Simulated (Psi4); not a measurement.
## Worked example: vertical ionisation energy of NbCl5 (niobium pentachloride)

NbCl5: 6 atoms, total charge 0, spin state singlet. As SMILES, `Cl[Nb](Cl)(Cl)(Cl)Cl`. Geometry: relaxed at PBE0-D4/def2-TZVP.

```xyz
6

Cl   -2.1765   -0.1689   -0.5899
Nb    0.0000    0.0000    0.0000
Cl    1.2190   -1.8679    0.3719
Cl    0.9577    2.0369    0.2180
Cl    0.6083   -0.0473   -2.2313
Cl   -0.6085    0.0472    2.2312
```

Both states at this one shape; open shells run unrestricted unless said. 1 Eh = 27.2114 eV.

```
                                              level  program  singlet NbCl5 (Eh)  doublet [NbCl5]+ (Eh)  HOMO of the first (eV)
   PBE0/def2-TZVP (density fitting, core potential)     Psi4        -2357.570548           -2357.167836                   -9.18
wB97X-V/def2-TZVP (density fitting, core potential)     Psi4        -2357.944453           -2357.521875                  -11.54
```

Task: Work out the vertical ionisation energy at each level.

Result: 
1. PBE0/def2-TZVP (density fitting, core potential): -2357.167836 − (-2357.570548) = 0.402712 Eh = 10.96 eV; −ε(HOMO) = 9.18 eV.
2. wB97X-V/def2-TZVP (density fitting, core potential): -2357.521875 − (-2357.944453) = 0.422578 Eh = 11.50 eV; −ε(HOMO) = 11.54 eV.

No measured value is set beside it here; the levels span 10.96 to 11.50 eV. Spin-orbit coupling, which splits open shells on such heavy atoms by tenths of an eV, is left out.
